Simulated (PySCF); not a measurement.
A series of substituents X on one scaffold: BH2-X. Isolated molecules, 0 K electronic values unless said otherwise. One relaxed conformer stands for each flexible species; it need not be the lowest. Strings in code marks are SMILES.

Method: B3LYP-D3(BJ)/def2-TZVP // M06-2X/def2-TZVP (PySCF). B3LYP has the VWN-RPA correlation part, as in Gaussian. Excitations are Tamm–Dancoff values on a coarser integration grid. The basis has no diffuse functions, so Rydberg states are missing or too high.

A: X = amino (`BN`)
B: X = boryl (`BB`)
C: X = bromo (`BBr`)
D: X = H (`B`)
E: X = difluoromethyl (`BC(F)F`)
F: X = methylthio

Q: Which member has the lowest HOMO?

A: D (-9.75 eV); next is E (-8.86 eV).
